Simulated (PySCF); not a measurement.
C2H3ClF2Si. Atoms are numbered in the order given.

```xyz
9

F     -2.4384    -1.0769    -0.8767
C     -2.3375     0.0586    -0.1693
C     -1.1630     0.5290     0.2830
Si     0.4716    -0.2925    -0.0240
F      0.8941    -1.2112     1.2615
Cl     1.9011     1.1955    -0.2009
H     -3.3241     0.5323    -0.0189
H     -1.2012     1.4689     0.8568
H      0.5057    -1.1630    -1.2326
```

Geometry optimised at PBE-D3(BJ)/def2-SVP. The structure was generated by enumeration; whether it is a known compound was not checked. Other conformers were not sampled.

Level of theory: KT2/pcSseg-1 in PySCF.

GIAO shieldings, no solvent; atoms alike by connectivity are averaged. δ = σ(ref) − σ: ¹⁹F against CFCl3 (σ = 127.1 ppm); ¹³C against TMS (σ = 185.1 ppm); ²⁹Si against TMS (σ = 361.9 ppm); ³⁵Cl against HCl (σ = 945.4 ppm); ¹H against TMS (σ = 31.47 ppm), references at their B3LYP-D3(BJ)/def2-TZVP geometries, non-relativistic (without spin–orbit terms, shifts of atoms bonded to Cl or Br come out too high).

```json
[
 {"nucleus": "¹⁹F", "atoms": "F1", "count": "1", "δ (ppm)": "-102.5"},
 {"nucleus": "¹⁹F", "atoms": "F5", "count": "1", "δ (ppm)": "-169.5"},
 {"nucleus": "¹³C", "atoms": "C2", "count": "1", "δ (ppm)": "167.4"},
 {"nucleus": "¹³C", "atoms": "C3", "count": "1", "δ (ppm)": "103.8"},
 {"nucleus": "²⁹Si", "atoms": "Si4", "count": "1", "δ (ppm)": "3.3"},
 {"nucleus": "³⁵Cl", "atoms": "Cl6", "count": "1", "δ (ppm)": "82.4"},
 {"nucleus": "¹H", "atoms": "H7", "count": "1", "δ (ppm)": "7.57"},
 {"nucleus": "¹H", "atoms": "H9", "count": "1", "δ (ppm)": "6.47"},
 {"nucleus": "¹H", "atoms": "H8", "count": "1", "δ (ppm)": "5.21"}
]
```
